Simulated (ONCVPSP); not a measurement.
copper, ONCV: configuration errors across variants

* Element: Cu
* Generator: ONCVPSP 4.0.1
* Type: optimised norm-conserving Vanderbilt (ONCV)
* Functional: BLYP
* Relativity: scalar-relativistic
* Frozen core: [Ne]
* Valence charge: 19
* Reference configuration: 3s2 3p6 3d10 4s1
* Partial waves: 3s+4s: rc 1.40 bohr, ncon 4, nbas 9, qcut 10.7 1/bohr, 2 projectors; 3p: rc 0.90 bohr, ncon 4, nbas 7, qcut 15.8 1/bohr, 1 projector; 3d: rc 1.60 bohr, ncon 5, nbas 9, qcut 7.8 1/bohr, 2 projectors, debl 0.8 Ha; f scattering state at 0.13 Ha: rc 1.55 bohr, ncon 4, nbas 9, qcut 6.2 1/bohr, 2 projectors, debl 3.8 Ha
* Local potential: polynomial inside 0.65 bohr (lpopt 5, dvloc0 6 Ha)
* Core correction: none

All-electron excitation energies from the reference (eV): (1) 3s2 3p6 3d10 4s0 8.278; (2) 3s2 3p6 3d9 4s0 29.658; (3) 3s2 3p6 3d9 4s1 4p1 6.764.

Errors AE − PS in meV (a dash: test not solved or not reliable):

| change | (1) | (2) | (3) | bound ghosts | GHOST(+) flags above zero |
| --- | --- | --- | --- | --- | --- |
| base | +9.8 | +13 | +61 | none | f |
| all radii scaled by about 0.77 (s 1.08, p 0.70, d 1.24, f 1.20 bohr); local potential polynomial inside 0.50 bohr (lpopt 5, dvloc0 6 Ha) | +5.3 | +2.0 | +26 | none | s, d, f |
| all radii scaled by about 0.83 (s 1.16, p 0.74, d 1.32, f 1.28 bohr); local potential polynomial inside 0.54 bohr (lpopt 5, dvloc0 6 Ha) | +6.3 | +3.4 | +31 | none | f |
| all radii scaled by about 0.89 (s 1.24, p 0.80, d 1.42, f 1.38 bohr); local potential polynomial inside 0.58 bohr (lpopt 5, dvloc0 6 Ha) | +7.6 | +6.2 | +40 | none | s, f |
| all radii scaled by about 0.95 (s 1.34, p 0.86, d 1.52, f 1.48 bohr); local potential polynomial inside 0.62 bohr (lpopt 5, dvloc0 6 Ha) | +8.8 | +9.6 | +51 | none | f |
| all radii scaled by about 1.07 (s 1.50, p 0.96, d 1.72, f 1.66 bohr); local potential polynomial inside 0.70 bohr (lpopt 5, dvloc0 6 Ha) | +11 | +20 | +78 | none | f |
| all radii scaled by about 1.20 (s 1.68, p 1.08, d 1.92, f 1.86 bohr); local potential polynomial inside 0.78 bohr (lpopt 5, dvloc0 6 Ha) | +13 | +35 | +127 | none | f |
| all radii scaled by about 1.25 (s 1.76, p 1.12, d 2.00, f 1.94 bohr); local potential polynomial inside 0.82 bohr (lpopt 5, dvloc0 6 Ha) | +13 | +42 | +130 | none | none |
| all radii scaled by about 1.31 (s 1.82, p 1.18, d 2.10, f 2.02 bohr); local potential polynomial inside 0.84 bohr (lpopt 5, dvloc0 6 Ha) | +13 | +54 | +155 | none | none |

Problem. Give the same row for: all radii scaled by about 1.14 (s 1.60, p 1.02, d 1.82, f 1.76 bohr); local potential polynomial inside 0.74 bohr (lpopt 5, dvloc0 6 Ha).

Solution. +12, +26, +87; bound ghosts: none; GHOST(+) flags above zero: f.
